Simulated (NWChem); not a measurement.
Molecule: C$_{3}$H$_{5}$BFN; SMILES C(C)#CB(N)F

```xyz
11

C     -2.9504     0.6051     0.3583
C     -1.5362     0.3143     0.1833
C     -0.3424     0.0542     0.0345
B      1.1453    -0.2784    -0.1494
N      2.1510     0.6950    -0.0023
F      1.5200    -1.5430    -0.4623
H     -3.3097     0.2548     1.3489
H     -3.5640     0.0967    -0.4150
H     -3.1580     1.6937     0.2932
H      3.1406     0.4791    -0.1237
H      1.9485     1.6648     0.2320
```
Atoms are numbered in this order, from 1.

Level: PBE-D3(BJ)/def2-SVP (NWChem), optimised geometry, unscaled harmonic frequencies. 

```json
[
 {"frequency (cm⁻¹)": "13", "IR intensity (km/mol)": "0.4"},
 {"frequency (cm⁻¹)": "102", "IR intensity (km/mol)": "5.1"},
 {"frequency (cm⁻¹)": "135", "IR intensity (km/mol)": "6.6"},
 {"frequency (cm⁻¹)": "302", "IR intensity (km/mol)": "3.5"},
 {"frequency (cm⁻¹)": "352", "IR intensity (km/mol)": "3.5"},
 {"frequency (cm⁻¹)": "373", "IR intensity (km/mol)": "1.0"},
 {"frequency (cm⁻¹)": "441", "IR intensity (km/mol)": "166.0"},
 {"frequency (cm⁻¹)": "495", "IR intensity (km/mol)": "1.3"},
 {"frequency (cm⁻¹)": "566", "IR intensity (km/mol)": "0.2"},
 {"frequency (cm⁻¹)": "612", "IR intensity (km/mol)": "11.3"},
 {"frequency (cm⁻¹)": "625", "IR intensity (km/mol)": "28.3"},
 {"frequency (cm⁻¹)": "856", "IR intensity (km/mol)": "4.0"},
 {"frequency (cm⁻¹)": "988", "IR intensity (km/mol)": "4.2"},
 {"frequency (cm⁻¹)": "993", "IR intensity (km/mol)": "4.1"},
 {"frequency (cm⁻¹)": "1025", "IR intensity (km/mol)": "33.9"},
 {"frequency (cm⁻¹)": "1302", "IR intensity (km/mol)": "306.5"},
 {"frequency (cm⁻¹)": "1338", "IR intensity (km/mol)": "36.8"},
 {"frequency (cm⁻¹)": "1353", "IR intensity (km/mol)": "114.6"},
 {"frequency (cm⁻¹)": "1389", "IR intensity (km/mol)": "9.6"},
 {"frequency (cm⁻¹)": "1390", "IR intensity (km/mol)": "8.4"},
 {"frequency (cm⁻¹)": "1537", "IR intensity (km/mol)": "231.8"},
 {"frequency (cm⁻¹)": "2252", "IR intensity (km/mol)": "133.9"},
 {"frequency (cm⁻¹)": "2960", "IR intensity (km/mol)": "18.4"},
 {"frequency (cm⁻¹)": "3043", "IR intensity (km/mol)": "2.5"},
 {"frequency (cm⁻¹)": "3045", "IR intensity (km/mol)": "3.1"},
 {"frequency (cm⁻¹)": "3529", "IR intensity (km/mol)": "56.9"},
 {"frequency (cm⁻¹)": "3644", "IR intensity (km/mol)": "32.1"}
]
```

The zero-point energy is 49.5 kcal/mol. The thermal correction to the enthalpy at 298.15 K (with zero-point energy) comes out as 54.8 kcal/mol. The heat capacity Cv is 24.7 cal/(mol K) and the entropy at 298.15 K and 1 atm (symmetry number 1) is 87.2 cal/(mol K). The dipole moment comes out as 2.52 D.

Rigid rotor and harmonic oscillator; modes under 100 cm⁻¹ make the entropy uncertain.
